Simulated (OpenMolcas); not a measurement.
## neutral copper: effect of the basis set

- Program: OpenMolcas 26.06
- Method: CASSCF
- Active space: 11 electrons in 6 orbitals (3d 4s)
- State averaging: 2S+1 = 2 even, 6 roots
- Spin-orbit coupling: RASSI with atomic mean-field integrals over the reference wave functions, term energies averaged over their components

A. ANO-RCC-VDZP [5s4p2d1f], DKH2, point nucleus; cost roughly 7 core-seconds
B. ANO-RCC-VTZP [6s5p3d2f1g], DKH2, point nucleus; cost roughly 5 core-seconds
C. ANO-L-VTZP [6s5p3d2f1g], non-relativistic, point nucleus; cost of the order of 7 core-seconds
D. ANO-R2 [6s4p4d2f1g], X2C, finite nucleus; cost about 5 core-seconds
E. ANO-RCC-VQZP [7s6p4d3f2g1h], DKH2, point nucleus; cost of the order of 6 core-seconds
F. ANO-R3 [7s5p5d3f2g1h], X2C, finite nucleus; cost of the order of 8 core-seconds

Energies in cm-1 above 3d10 4s 2S 1/2, the measured ground level; measured values from NIST Handbook of Basic Atomic Spectroscopic Data.

| Level | A | B | C | D | E | F | Measured |
| --- | --- | --- | --- | --- | --- | --- | --- |
| 3d9 4s2 2D 5/2 | -17555 | -22806 | -19997 | -23378 | -23224 | -23428 | 11203 |
| 3d9 4s2 2D 3/2 | -15528 | -20815 | -17977 | -21379 | -21219 | -21431 | 13245 |
| 3d10 4s 2S 1/2 | 0.0 | 0.0 | 0.0 | 0.0 | 0.0 | 0.0 | 0.0 |

A puts 3d9 4s2 2D 5/2 lowest. B puts 3d9 4s2 2D 5/2 lowest. C puts 3d9 4s2 2D 5/2 lowest. D puts 3d9 4s2 2D 5/2 lowest. E puts 3d9 4s2 2D 5/2 lowest. F puts 3d9 4s2 2D 5/2 lowest.

Deviations, from unrounded energies. A percentage is the sum of absolute deviations over the sum of measured energies, with the sign that they share, or ± where signs differ.

```
           Against measurement  Levels       A       B       C       D       E       F
mean absolute deviation (cm-1)       2   29000   34000   31000   35000   34000   35000
      other configurations (%)       2  -235.3  -278.4  -255.3  -283.1  -281.8  -283.5
```

A lies closest to measurement on these levels and F furthest from it. The largest miss of A in the table is 3d9 4s2 2D 3/2, by -29000 cm-1. The ranking rests on the paired levels alone, and a cruder setting can come out closer through cancelling errors.

Among A to F the level of the table that moves most is 3d9 4s2 2D 3/2, by 5900 cm-1 (lowest in F, highest in A).

Without dynamic correlation excited terms often stand tens of per cent too high (terms of higher spin than the ground term too low), and those without a measured partner can miss by more than the paired ones. The lowest computed level is not the ground level that NIST lists (2S1/2). A single d shell beside an s shell can misplace configurations of different d count against each other. Measured partners are found by configuration, term and J. A level has none where our copy of the source lacks it or the pairing is in doubt (some pairs that miss far off the trend of their configuration count as doubtful), and it then counts in no deviation. Levels of configurations outside the active space are missing.
